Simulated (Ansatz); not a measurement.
Species: sum formula SiPH₄, net charge 0, doublet state. It need not be the lowest isomer of its formula. 
Geometry from a B3LYP-D3(BJ)/def2-TZVP (Ansatz, an electronic-structure program) optimisation:
SMILES: [SiH2]P
```xyz
6

Si    -1.1104    -0.0895     0.2616
P      1.0764     0.1108    -0.2618
H     -1.9087     0.1796    -0.9665
H     -1.4426     0.9493     1.2757
H      1.1743    -1.1014    -0.9903
H      1.5769    -0.4366     0.9464
```
Charge 0, spin multiplicity 2.

Quantity: vertical electron affinity (to the singlet state of charge -1; a negative value means that the extra electron is unbound and the number depends on the basis; each state is the SCF solution reached for its spin), in eV. Valence correlation only, unless marked. UHF or UKS for open shells. No spin-orbit coupling. Non-relativistic. Anions need diffuse functions: aug- sets have them; def2-D sets add few. CBS marks a two-point X^-3 extrapolation of the correlation energy; Hartree-Fock from the larger set. The bracket is a focal-point correction in the basis named.

| level | program | vertical electron affinity (eV) |
|---|---|---|
| SVWN5/def2-TZVPD | Ansatz | (withheld) |
| PBE/def2-TZVPD | Ansatz | (withheld) |
| r2SCAN/def2-TZVPD | Ansatz | 0.89 |
| BHLYP/def2-TZVPD | Ansatz | (withheld) |
| wB97X/def2-TZVPD | Ansatz | 1.03 |
| SCS-MP2/aug-cc-pV(T+d)Z | Ansatz | 1.04 |
| SCS-MP2/def2-TZVPPD | Ansatz | 0.94 |
| CCSD/aug-cc-pV(D+d)Z | Ansatz | (withheld) |
| CCSD/def2-SVPD | Ansatz | 0.71 |
| CCSD/aug-cc-pV(T+d)Z | Ansatz | 1.03 |
| CCSD/def2-TZVPPD | Ansatz | 0.94 |
| RI-MP2/CBS(aug-cc-pV(T+d)Z,aug-cc-pV(Q+d)Z)+[CCSD(T)-MP2]/aug-cc-pV(T+d)Z | Ansatz | 1.18 |

Problem. Complete the blanks.

Solution. 
- SVWN5/def2-TZVPD, vertical electron affinity (eV): 1.17
- PBE/def2-TZVPD, vertical electron affinity (eV): 0.97
- BHLYP/def2-TZVPD, vertical electron affinity (eV): 0.86
- CCSD/aug-cc-pV(D+d)Z, vertical electron affinity (eV): 0.92
